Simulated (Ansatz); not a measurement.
Molecule: sum formula SiBr3Cl (charge 0, singlet). 
Geometry from a B3LYP-D3(BJ)/def2-TZVP (Ansatz, a program for electronic structure) optimisation:
SMILES: Br[Si](Br)(Cl)Br
```xyz
5

Cl     0.0578    -0.1187     2.3412
Si     0.0076    -0.0155     0.3060
Br    -1.1990    -1.6888    -0.4772
Br     2.0651    -0.1502    -0.4798
Br    -0.8972     1.9028    -0.3026
```

Wanted: atomisation energy (electronic, to ground-state atoms), in kJ/mol. Correlated levels leave the core frozen unless marked. UHF or UKS for open shells. No spin-orbit coupling. Frozen are the shells of the preceding noble gas and the d and f shells that filled before the atom's block. No relativistic terms. The coupled-cluster limit lacks core correlation, which all-electron functionals hold. CBS marks a two-point X^-3 extrapolation of the correlation energy; Hartree-Fock from the larger set. [CCSD(T)-MP2]/basis is that difference in the basis named.

```csv
level,program,atomisation energy (kJ/mol)
PBE0/def2-SVP,Ansatz,[?]
BHLYP-D3(BJ)/def2-TZVPD,Ansatz + dftd3,[?]
wB97X/def2-TZVPD,Ansatz,1407.1
SCS-MP2/def2-TZVPP,Ansatz,1383.9
CCSD/def2-SVP,Ansatz,[?]
"RI-MP2/CBS(def2-TZVPPD,def2-QZVPPD)+[CCSD(T)-MP2]/def2-TZVPPD",Ansatz,1425.4
```

### Question
Complete the blanks.

### Answer

- PBE0/def2-SVP, atomisation energy (kJ/mol): 1397.4
- BHLYP-D3(BJ)/def2-TZVPD, atomisation energy (kJ/mol): 1360.7
- CCSD/def2-SVP, atomisation energy (kJ/mol): 1230.2
